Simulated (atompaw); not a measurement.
**Before and after: PAW (atompaw) potential for gold**

```
Element                 : gold (Au)
Generator               : atompaw 4.2.0.5
Type                    : PAW
Functional              : LDA (PW92)
Relativity              : scalar-relativistic
Frozen core             : [Xe] 4f14
Valence charge          : 11
Reference configuration : 5d10 6s1 6p0
Partial waves           : 6s (bound): rc 3.00 bohr; 6s channel at 0.95 Ry: rc 3.00 bohr; 6p (bound, empty): rc 3.00 bohr; 6p channel at 0.65 Ry: rc 3.00 bohr; 5d (bound): rc 1.80 bohr; 5d channel at 3.9 Ry: rc 3.00 bohr
Local potential         : ultrasoft scheme with l = 3 at 1 Ry, radius 2.15 bohr
Core correction         : smooth core density matched at 3.00 bohr
Augmentation charge     : gaussian compensation charge, radius 2.95 bohr; PAW radius 3.00 bohr; waves and projectors: custom rrkj gramschmidtortho
```

All-electron outer shells of the reference configuration (LDA (PW92), scalar-relativistic, ld1.x):

```
shell  level (eV)  outermost node (bohr)  outermost maximum (bohr)
   4f      -81.58                      –                      0.37
   5p      -60.06                   0.52                      0.96
   5d       -7.12                   0.56                      1.21
   6s       -6.08                   1.11                      2.32
   6p       -0.88                   1.32                      3.51
```

Change: reference 5d10 6s0.5 6p0.

Cutoffs: the cutoffs (Ry, on a coarse ladder) from which the occupation-weighted sum of valence levels, in a spherical-Bessel basis at the reference potential, stays within 10 and 1 mRy of its value at 400 Ry; they do not see the model core or the augmentation charge, which bear on the density cutoff.

Problem. What does the change do?

Solution. The potential gets neither clearly harder nor softer (35 Ry and 55 Ry → 35 Ry and 55 Ry); the range in which the s phases agree narrows (upper end 3.2 → -0.3); neither file shows a bound ghost.

```tsv
quantity	base	changed
cutoff, loose	35 Ry	35 Ry
cutoff, tight	55 Ry	55 Ry
bound ghosts	none	none
s: phases at 3.00 bohr within 0.05 rad from the reference energy up to (Ry; the scan ends near 5)	3.2	-0.3
p: phases at 3.00 bohr within 0.05 rad from the reference energy up to (Ry; the scan ends near 5)	2.8	2.6
d: phases at 3.00 bohr within 0.05 rad from the reference energy up to (Ry; the scan ends near 5)	1.2	0.9
lowest overlap eigenvalue by channel	s 0.31, p 0.47, d 0.53	s 0.36, p 0.46, d 0.53
```

 The cutoffs see the waves, projectors and local potential, not the compensation charge or the core.
